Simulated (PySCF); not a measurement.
Si(Cl)2(Br)(NH2) (BrCl2H2NSi), SMILES N[Si](Cl)(Cl)Br. Atoms are numbered in the order given.

```xyz
7

N     -0.9512     1.9418     0.0000
Si    -0.5104     0.2990     0.0000
Cl    -1.2839    -0.5718    -1.6965
Cl    -1.2839    -0.5718     1.6965
Br     1.6904    -0.0952     0.0000
H     -0.8532     2.4973    -0.8445
H     -0.8532     2.4973     0.8445
```
Charge 0, spin multiplicity 1.

Geometry: B3LYP-D3(BJ)/def2-SVP. This is a generated structure with no PubChem entry under its InChIKey; it may be hypothetical. Other conformers were not sampled.

These are HF/pcSseg-1 (PySCF) values and carry that method's errors.

GIAO shieldings, no solvent; atoms alike by connectivity are averaged. δ = σ(ref) − σ: ¹⁵N against NH3 (σ = 267.3 ppm); ²⁹Si against TMS (σ = 393.8 ppm); ³⁵Cl against HCl (σ = 958.2 ppm); ¹H against TMS (σ = 31.99 ppm), references at their B3LYP-D3(BJ)/def2-TZVP geometries, non-relativistic (without spin–orbit terms, shifts of atoms bonded to Cl or Br come out too high).

Computed chemical shifts:
```
nucleus     atoms  count  δ (ppm)
-------  --------  -----  -------
¹⁵N            N1      1     44.9
²⁹Si          Si2      1      6.7
³⁵Cl     Cl3, Cl4      2     85.0
¹H         H6, H7      2     2.16
```
